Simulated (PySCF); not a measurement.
Bonding in `CS[SiH2]F`

Compound: CH5FSSi.
Atom-mapped SMILES: `[CH3:1][S:2][SiH2:3][F:4]` (hydrogens: H5, H6, H7 on C1; H8, H9 on Si3)

Cartesian coordinates in Å at the GFN2-xTB level; atoms count from 1:
```xyz
9
CH5FSSi angstrom
C      1.5137   -0.0323    0.1436
S      0.2914   -1.1419   -0.6346
Si    -1.5051   -0.0980   -0.1495
F     -1.2955    1.4514   -0.5331
H      2.4902   -0.4659   -0.0418
H      1.4501    0.9513   -0.3101
H      1.3301    0.0254    1.2118
H     -1.7143   -0.0615    1.2852
H     -2.5470   -0.6225   -0.9966
```

Bond orders from the PBE0/pcSseg-1 density (PySCF). Geometry: GFN2-xTB, one conformer, isolated molecule.

(1) Where do the orders between heavy atoms depart from those drawn in the SMILES?

(2) Set the Mayer orders of the bonds beside their lengths.

(3) Sum the orders of all bonds at each heavy atom with more than one neighbour and set the sums beside the valence in the SMILES.

Answers

(1) The largest departure is 0.089, at Si3–F4 (drawn single, 0.911).

(2) 
| bond | drawn as | length (Å) | Mayer order |
| --- | --- | --- | --- |
| C1–S2 | single | 1.825 | 0.986 |
| S2–Si3 | single | 2.134 | 1.021 |
| Si3–F4 | single | 1.610 | 0.911 |
| C1–H5 | single | 1.084 | 0.958 |
| C1–H6 | single | 1.085 | 0.948 |
| C1–H7 | single | 1.085 | 0.950 |
| Si3–H8 | single | 1.450 | 0.901 |
| Si3–H9 | single | 1.442 | 0.923 |

(3) C1 3.842 (drawn 4), S2 2.007 (drawn 2), Si3 3.756 (drawn 4). Orders between atoms that aren't bonded are not in these sums.

The Mayer order sums products of elements of PS (density times overlap matrix) between the two atoms' basis functions, so it depends on the basis set.
